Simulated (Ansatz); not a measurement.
ClGeH₅O₂Si, SMILES `[OH][GeH2][SiH](O)Cl`. The species carries charge 0 and has multiplicity 1.

```xyz
10

O    -0.443   -1.665    0.368
Ge   -0.950   -0.270   -0.662
Si    0.843    1.130    0.058
O     1.832    0.084    0.829
Cl    0.097    2.573    1.322
H    -1.060   -2.399    0.387
H    -2.375    0.158   -0.262
H    -0.955   -0.718   -2.139
H     1.613    1.849   -0.978
H     1.399   -0.743    1.078
```

Question: List the harmonic frequencies (cm⁻¹, unscaled) at PBE0-D4/def2-TZVP in Ansatz. (Estimate.)

Answer: Computed: 42, 107, 130, 140, 220, 273, 356, 451, 464, 549, 640, 661, 731, 751, 825, 875, 909, 920, 1002, 2122, 2137, 2263, 3787, 3905.

Question: Is this a minimum?

Answer: Yes, all 24 modes are real.

Question: Give the ideal-gas thermochemistry at 298.15 K and 1 bar (rigid rotor, harmonic oscillator; point group C1, symmetry number 1).

Answer: Zero-point energy 145.1 kJ/mol; H(298) − E = 170.0 kJ/mol; entropy 390.3 J/(mol·K), of which translation 173.1, rotation 121.0, vibration 96.2; G(298) − E = 53.6 kJ/mol. Modes under 100 cm⁻¹ are hindered rotations or soft bends, so the harmonic entropy is rough.

Question: And at 400, 500, 600, 800 and 1000 K?

Answer: 
```csv
T (K),H − E (kJ/mol),S (J/mol/K),G − E (kJ/mol)
400,184.0,430.7,11.7
500,199.5,465.2,-33.1
600,216.2,495.6,-81.2
800,252.0,547.0,-185.6
1000,290.1,589.5,-299.4
```
